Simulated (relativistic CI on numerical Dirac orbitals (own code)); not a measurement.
## d5 in a ligand field

Computed with a parametric ligand-field model of a d^n configuration (Racah B and C, spin-orbit zeta, crystal field), exact diagonalisation.

Field parameters in Wybourne normalisation: Td as Oh with Dq negative (B⁴₀ = 21Dq, B⁴₄ = √(5/14) B⁴₀). The field is a parameter set, without covalency.

B = 650 cm⁻¹, C = 2870 cm⁻¹ (C/B = 4.42), Td, no spin-orbit coupling. Tanabe-Sugano data, E/B above the lowest term (Δ = |10Dq|; b, c mark the second and third term of a kind):

```csv
Δ/B,6A1,4T1,4T2,4T1(b),2T2,2A2
1.0,0.00,31.93,32.06,38.04,46.15,46.22
1.9,0.00,31.58,32.00,38.37,45.70,45.97
2.8,0.00,31.09,31.91,38.82,44.97,45.58
3.7,0.00,30.49,31.79,39.36,44.00,45.10
4.6,0.00,29.80,31.62,39.97,42.82,44.52
5.5,0.00,29.07,31.40,40.60,41.49,43.88
6.4,0.00,28.32,31.14,41.23,40.09,43.20
7.3,0.00,27.55,30.84,41.86,38.62,42.49
8.2,0.00,26.74,30.47,42.50,37.07,41.74
9.1,0.00,25.92,30.06,43.12,35.49,40.96
10.0,0.00,25.11,29.60,43.70,33.91,40.18
10.9,0.00,24.28,29.09,44.26,32.31,39.39
11.8,0.00,23.44,28.53,44.80,30.66,38.57
12.7,0.00,22.58,27.93,45.30,29.00,37.74
13.6,0.00,21.74,27.31,45.76,27.36,36.91
14.5,0.00,20.89,26.65,46.17,25.70,36.08
15.4,0.00,20.02,25.96,46.55,24.01,35.23
16.3,0.00,19.16,25.24,46.90,22.31,34.37
17.2,0.00,18.30,24.52,47.20,20.64,33.53
18.1,0.00,17.42,23.76,47.47,18.92,32.66
19.0,0.00,16.56,23.01,47.70,17.23,31.81
19.9,0.00,15.68,22.23,47.91,15.51,30.94
20.8,0.00,14.82,21.45,48.09,13.81,30.08
21.7,0.00,13.95,20.66,48.25,12.11,29.22
```

The ground term stays 6A1.
